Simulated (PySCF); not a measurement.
Oscillator strengths, rates and cross-sections

Species: Zr(OMe)Cl3, CH₃Cl₃OZr (singlet state).
SMILES: `C[O][Zr]([Cl])([Cl])[Cl]`

Level of theory: PySCF, TDDFT CAM-B3LYP/def2-SVPD, vertical, gas phase, core orbitals frozen in the response, def2 core potentials past Kr. Isolated species at its PBE0-D3(BJ)/def2-SVP geometry, gas phase. Spin–orbit coupling is left out. Note that the optimisation stopped short of convergence; the values belong to its last geometry.

Computed singlets with f of 0.002 or more:

```csv
state,E (eV),f
S4,6.33,0.016
S5,6.35,0.038
S6,6.36,0.038
```

Question: Turn these into Einstein A coefficients, radiative lifetimes, transition dipoles and integrated cross-sections.

Answer: Relations used (vacuum, state to state): A = 0.6670 f ν̃² s⁻¹ (ν̃ in cm⁻¹); τ = 1/A; f = (2/3) ΔE |μ|² in atomic units; ∫σ dE = 109.76 f Mb·eV.

```
state  A (s⁻¹)      τ  |μ| (D)  ∫σ dE (Mb·eV)
   S4  2.8×10⁷  36 ns     0.82            1.8
   S5  6.6×10⁷  15 ns     1.25            4.2
   S6  6.6×10⁷  15 ns     1.25            4.1
```

Leading configurations: S4 H→L+1 (29%); S5 H-2→L (73%); S6 H-2→L+1 (57%) (H = HOMO, L = LUMO).

Only emission to the ground state at the vertical energy is counted.

Question: Suppose S4 emitted 0.3 eV lower with the same transition dipole. How would A change?

Answer: At fixed |μ|, A goes as the cube of the energy: (6.03/6.33)³ = 0.86, which makes τ about 42 ns.

Question: Which computed singlets stay under f = 0.002?

Answer: S1 (6.06 eV, f 0.0000), S2 (6.13 eV, f 0.0001), S3 (6.14 eV, f 0.0002), S7 (6.61 eV, f 0.0001), S8 (6.62 eV, f 0.0002) and S9 (6.62 eV, f 0.0001).

Question: How much energy does a mole of photons resonant with S6 carry?

Answer: 6.364 eV × 96.485 = 614 kJ/mol (147 kcal/mol).
